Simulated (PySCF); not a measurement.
## Peak assignment

Geometry:
```tsv
atom	x (Å)	y (Å)	z (Å)
N1	-2.071	3.086	1.073
C2	-1.811	2.083	0.583
Si3	-1.335	0.431	-0.178
Si4	-1.768	-1.377	1.176
O5	0.285	0.375	-0.294
C6	1.181	1.276	-0.873
C7	2.591	0.752	-0.769
N8	2.958	-0.329	-0.264
H9	-1.937	0.575	-1.516
H10	-1.290	-2.631	0.588
H11	-3.221	-1.481	1.325
H12	-1.182	-1.265	2.514
H13	0.935	1.436	-1.931
H14	1.117	2.249	-0.368
H15	3.350	1.406	-1.190
H16	2.192	-0.890	0.113
```

[PySCF 2.14.0 with density-fitted response routines: structure optimised with GFN2-xTB; PBE0/pcSseg-1 with gauge-including orbitals; in vacuum; relativity neglected; averaged over atoms made equivalent by symmetry, fast rotation or ring inversion; single conformer]

References, each an isolated molecule treated in the same way: $^{13}$C (σ = 186.93 ppm) and $^{1}$H (σ = 31.72 ppm) vs TMS.

Question: Assign these signals to the numbered atoms. $^{13}$C{$^{1}$H} NMR (computed): δ 169.5, 124.6, 71.0.

Answer: 
| δ (ppm) | atoms | environment | reason |
| --- | --- | --- | --- |
| 169.5 | C7 | carbon bonded to C, N, H | – |
| 124.6 | C2 | carbon bonded to N, Si | – |
| 71.0 | C6 | carbon bonded to C, O, 2 H | – |

Question: Assign these signals to the numbered atoms. $^{1}$H NMR (300 MHz, computed): δ 11.80 (br s, 1H), 7.87 (m, 1H), 5.44 (q, 1H), 4.46 (m, 1H), 4.11 (m, 1H), 3.65 (d, 3H).

Answer: 
```tsv
δ (ppm)	atoms	environment	reason
11.80	H16	hydrogen on a nitrogen bonded to C	–
7.87	H15	hydrogen on a carbon bonded to C, N	–
5.44	H9	hydrogen on a silicon bonded to C, O, Si	–
4.46	H14	hydrogen on a carbon bonded to C, O	–
4.11	H13	hydrogen on a carbon bonded to C, O	–
3.65	H10/H11/H12	hydrogen on a silicon bonded to Si	–
```

OH/NH shifts are gas-phase values; hydrogen bonding in solution moves them, usually downfield. Shifts are as computed. Against solution values, carbons near 30 ppm lie about +3 ppm off and those near 130 ppm about +5 ppm. Of 1211 compounds with measured shifts, 218 miss one by over three times the rms of a fit or turn the order of signals round; such compounds aren't used in these exercises. Multiplicities follow the n + 1 count of equivalent neighbours, as no J values were calculated; m marks all less simple cases, F and P coupling included.
